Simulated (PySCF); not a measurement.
Work out the structure from these simulated measurements.

Formula: CH9NO3Si4.

| Quantity | Value |
| --- | --- |
| NMR, other nuclei | isotropic shieldings of nuclei other than C and H, by class: -117 (1 N), 291 (1 O), 300 (2 O), 435 (2 Si), 453 (1 Si), 468 (1 Si) ppm [GIAO HF/pcSseg-1] |
| UV, strongest line | among the 10 lowest singlet transitions: S7 at 7.82 eV (158 nm, f = 0.006) [TDDFT CAM-B3LYP/def2-SVPD] |
| Rotational structure | rotational constants A, B, C: 0.805, 0.766, 0.631 GHz [PBE0-D3(BJ)/def2-SVP] |
| Polarisability | 118.7 au [CAM-B3LYP/def2-SVPD] |
| Triplet | lowest triplet excitation (Tamm–Dancoff): 5.76 eV [TDA CAM-B3LYP/def2-SVPD] |
| UV, first state | lowest singlet excitation: 6.83 eV (182 nm, f = 0.000) [TDDFT CAM-B3LYP/def2-SVPD] |
| 1H NMR | chemical shifts (computed TMS as zero) by class: 4.65 (6 H), 4.47 (2 H), 3.83 (1 H) ppm [GIAO HF/pcSseg-1] |
| 13C NMR | chemical shifts (computed TMS as zero) by class: 136.7 (1 C) ppm [GIAO HF/pcSseg-1] |
| Dipole | 2.05 D [CAM-B3LYP/def2-SVPD] |
| Valence photoelectron | vertical ionisation energy: 10.95 eV [ΔSCF CAM-B3LYP/def2-SVPD] |

Electronic properties: PySCF, gas phase, density fitting. Levels stand in brackets. Geometry: PBE0-D3(BJ)/def2-SVP, one conformer, isolated molecule. NMR values are class means; diastereotopic atoms form classes of their own.

Question: Propose a structure and show how it fits.

Answer: Numbering: `[N:1]#[C:2][SiH2:3][O:4][SiH:5]([O:6][SiH3:7])[O:8][SiH3:9]`. Its formula, CH9NO3Si4, gives 2 degrees of unsaturation: 0 rings and 2 π bonds in the structure found. The one carbon: cyano carbon [C2] (136.7 ppm). Hydrogen classes from least to most shielded: 6 H on 2 oxygen-bound silicons, Si7/Si9 (4.65 ppm), 2 H on an oxygen-bound silicon, Si3 (4.47 ppm), 1 H on an oxygen-bound silicon, Si5 (3.83 ppm). The other shieldings belong to: -117 ppm, cyano nitrogen [N1]; 291 ppm, siloxane oxygen [O4]; 300 ppm, siloxane oxygen [O6/O8]; 435 ppm, oxygen-bound silicon [Si7/Si9]; 453 ppm, oxygen-bound silicon [Si3]; 468 ppm, oxygen-bound silicon [Si5]. The first electron is taken from the HOMO, whose largest Löwdin shares are 0.19 on each of 2 atoms of one kind (siloxane oxygen), 0.12 on an oxygen-bound silicon and 0.10 on an oxygen-bound silicon. The optimised geometry has point group C1 and is an asymmetric top. Structure: `[SiH](O[SiH2]C#N)(O[SiH3])O[SiH3]`. The assignments are read from this structure; whether some other isomer fits the data as well wasn't checked.

Shape of the structure used: `[N:1]#[C:2][SiH2:3][O:4][SiH:5]([O:6][SiH3:7])[O:8][SiH3:9]`: C2–Si3–O4–Si5 -16°, Si3–O4–Si5–O6 -42°, O4–Si5–O6–Si7 115°, O4–Si5–O8–Si9 -33°.
